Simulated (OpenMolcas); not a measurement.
Ionisation energies of aluminium

- Program: OpenMolcas 26.06
- Basis: ANO-R2 [5s5p3d1f]
- Scalar Hamiltonian: X2C, finite nucleus
- Spin-orbit coupling: RASSI with atomic mean-field integrals over the reference wave functions, term energies averaged over their components

Active shells in each charge state: the valence s, p shells, with orbitals averaged over the low states. Where CASPT2's correlated closed shells are named, they are those of the first ion.

A. CASSCF
B. SS-CASPT2, IPEA 0.25 Eh, imaginary shift 0.1 Eh (closed shells correlated: 2s 2p)
C. SS-CASPT2, IPEA 0.25 Eh, imaginary shift 0.1 Eh (closed shells correlated: none)
D. SS-CASPT2, IPEA 0 Eh, imaginary shift 0.1 Eh (closed shells correlated: 2s 2p)

Energies in eV between the lowest computed levels (charge -1 gives the electron affinity), named as in B; reference values from the NIST Atomic Spectra Database with their kind.

| From | To | A | B | C | D | Spin-orbit share in B | Reference |
| --- | --- | --- | --- | --- | --- | --- | --- |
| Al- 3s² 3p² ³P₀ | Al 3s² 3p ²P°_1/2 | -0.498 | -0.080 | -0.084 | 0.007 | -0.003 |  |
| Al 3s² 3p ²P°_1/2 | Al+ 3s² ¹S₀ | 4.971 | 5.676 | 5.632 | 5.818 | +0.009 | 5.986 (measured) |
| Al+ 3s² ¹S₀ | Al2+ 3s ²S_1/2 | 18.599 | 18.750 | 18.653 | 18.751 | +0.000 | 18.829 (measured) |
| Al2+ 3s ²S_1/2 | Al3+ 2p⁶ ¹S₀ | 28.035 | 28.274 | 28.035 | 28.280 | +0.000 | 28.448 (measured) |

Error against the reference values, in %:

| From | Reference | A | B | C | D |
| --- | --- | --- | --- | --- | --- |
| Al | measured | -17.0 | -5.2 | -5.9 | -2.8 |
| Al+ | measured | -1.2 | -0.4 | -0.9 | -0.4 |
| Al2+ | measured | -1.5 | -0.6 | -1.5 | -0.6 |

Mean absolute error over the 3 measured values: A 0.55 eV, B 0.19 eV, C 0.31 eV, D 0.14 eV. D lies closest.

No diffuse functions were added, so the electron affinity comes out too small, and without dynamic correlation a bound anion can come out unbound.

° marks odd parity.
